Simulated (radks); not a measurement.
Species: Nb9+. Configuration: [Ar] 3d10 4s2 4p2 (the NIST ground configuration). Calculated with a radial shooting solver on a logarithmic mesh with Libxc functionals: non-relativistic Kohn-Sham, BLYP, spin-polarised, spherical densities, point nucleus; open shells are filled with parallel spins first (spin-orbit coupling, left out, can overturn this in heavy ions); relativity is left out, which matters for an element this heavy. Some entries of the table are withheld. Estimate them.

orbital  occ.  eigenvalue (eV)  r(max) (bohr)  <r> (bohr)
1s up       1        -18525.51        0.02460     0.03720
1s down     1        -18525.09        0.02460     0.03720
2s up       1        -2686.791         0.1376      0.1629
2s down     1        -2686.549         0.1376      0.1629
2p up       3        -2482.460         0.1083      0.1397
2p down     3        -2482.064         0.1083      0.1397
3s up       1        -575.1137         0.4055      0.4534
3s down     1        -574.5997         0.4056      0.4531
3p up       3        -497.3525         0.3930      0.4486
3p down     3        -496.7726         0.3931      0.4483
3d up       5        -355.2117         0.3326         (1)
3d down     5        -354.6044         0.3326         (2)
4s up       1        -193.7037            (3)         (4)
4s down     1        -189.9980            (5)         (6)
4p up       2        -169.1012          1.050       1.130
4p down     0        -165.4219          1.047       1.132

Answer. 
(1) 3d up <r> (bohr): 0.4276
(2) 3d down <r> (bohr): 0.4269
(3) 4s up r(max) (bohr): 1.005
(4) 4s up <r> (bohr): 1.074
(5) 4s down r(max) (bohr): 1.001
(6) 4s down <r> (bohr): 1.074
